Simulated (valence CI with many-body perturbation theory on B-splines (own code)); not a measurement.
**Kr22+: magnetic and hyperfine properties of the levels**

Computed by configuration interaction combined with many-body perturbation theory (CI+MBPT): four valence electrons over a frozen Dirac-Fock core [Ne], radial functions for each j: 11 s, 11 p, 9 d, 7 f, 5 g, 2 h, 1 i, with the one-electron correlation potential Σ1, the two-electron term Σ2, the three-electron term Σ3, Breit, model QED; selected CI, second order for the rest (own B-spline code, finite nucleus).

No measured spectrum was set against this ion. As an estimate, levels of excited configurations hold to 0.05 to 0.15 % of their energy, terms of the ground configuration to about 0.5 %.

A/g_I is the dipole constant over the nuclear g factor μ/I (μ in nuclear magnetons, uniformly magnetised nucleus), B/Q the quadrupole constant per barn. Both hold the static response of the core; the bare values leave it out. Large factors of s and p1/2 electrons are usually good to 5 to 10 %; those of open d and f shells near neutrality can be off by tens of per cent, and small factors of p3/2, d and f electrons come from cancelling terms and can be off by a factor of two or in sign, in half-filled shells by more. B is blank for J = 1/2, where it vanishes, and for nearly pure S terms. Energies count from the lowest level. Levels with J = 0 are left out.

Names give the largest LS component (configuration and term), which can be under half, so a name can repeat, a term be missing and a line seem to break the LS rules; names also repeat where a configuration has a term twice. Letters in brackets count levels of one name in rising energy.

```tsv
Level	E (cm⁻¹)	g	A/g_I (MHz)	A/g_I bare	B/Q (MHz/b)	B/Q bare
3s2 3p2 3P_1	68359	1.499	-1490	-813	14900	14500
3s2 3p2 3P_2	94460	1.296	31900	31200	5350	5200
3s2 3p2 1D_2	185560	1.200	19400	19000	24300	23600
3s 3p3 5S°_2	468000	1.930	75800	74100	3660	3550
3s 3p3 3D°_1	574280	0.697	-37500	-35800	22300	21700
3s 3p3 3D°_2	583420	1.274	51900	50200	33300	32400
3s 3p3 3D°_3	610100	1.331	68100	65900	-3500	-3350
3s 3p3 3P°_2 [a]	679440	1.215	26400	26000	-28000	-27100
3s 3p3 3P°_1	681110	1.349	80500	77800	-23800	-23100
3s 3p3 3P°_2 [b]	742870	1.165	55800	53900	-15500	-15000
3s2 3p 3d 3F°_2	785940	0.756	23000	22400	14700	14600
3s 3p3 3S°_1	786130	1.602	-9600	-7800	1080	1060
3s2 3p 3d 3F°_3	813220	1.090	16500	16400	18700	18600
3s2 3p 3d 3P°_2 [a]	872880	1.301	6090	6490	8770	8810
3s2 3p 3d 3F°_4	875010	1.248	8140	8380	36000	35500
3s2 3p 3d 3P°_1 [a]	875450	1.129	-6270	-5210	4350	4320
3s2 3p 3d 3D°_1	889480	1.012	-27200	-25500	114	198
3s2 3p 3d 3D°_2	938720	1.057	6020	6320	-6080	-5780
3s2 3p 3d 3D°_3	950640	1.292	15400	15500	-8460	-7990
3s2 3p 3d 3P°_1 [b]	956530	1.220	5260	5850	-15100	-14800
3s2 3p 3d 3P°_2 [b]	969020	1.288	22400	22200	-20900	-20300
3s2 3p 3d 1F°_3	1027100	1.029	11200	11200	29700	29400
3s2 3p 3d 1P°_1	1058200	0.976	-1850	-1330	4550	4590
3p4 3P_2	1133800	1.382	26700	26700	1100	1160
3s 3p2 3d 5F_1	1159200	0.149	-50300	-48300	463	633
3s 3p2 3d 5F_2	1172500	1.080	15800	15800	7550	7530
3s 3p2 3d 5F_3	1192400	1.311	31200	30700	14000	14000
3p4 3P_1	1204500	1.417	22800	22900	-9470	-9240
3p4 1D_2	1224100	1.151	41400	40300	-32600	-31700
3s 3p2 3d 5F_4	1226200	1.364	33200	32700	13600	13700
3s 3p2 3d 5D_3	1238200	1.357	45000	44100	-16600	-16000
3s 3p2 3d 5D_1	1238500	1.458	27300	27300	-14900	-14600
3s 3p2 3d 5D_2	1238900	1.283	25600	25400	-21500	-20900
3s 3p2 3d 5D_4	1256400	1.395	45500	44500	8890	8780
```

(1) Take the isotope of mass number 85, with I = 9/2, μ = -1.0055 μN and Q = 0.443 b. What is the hyperfine structure of 3s 3p3 3P°_2 [a]?

Answers

(1) From the table A = -5890 MHz, B = -12400 MHz. Shifts from the centre of gravity in MHz: F = 5/2: 59100, F = 7/2: 43900, F = 9/2: 21300, F = 11/2: -11100, F = 13/2: -56100.
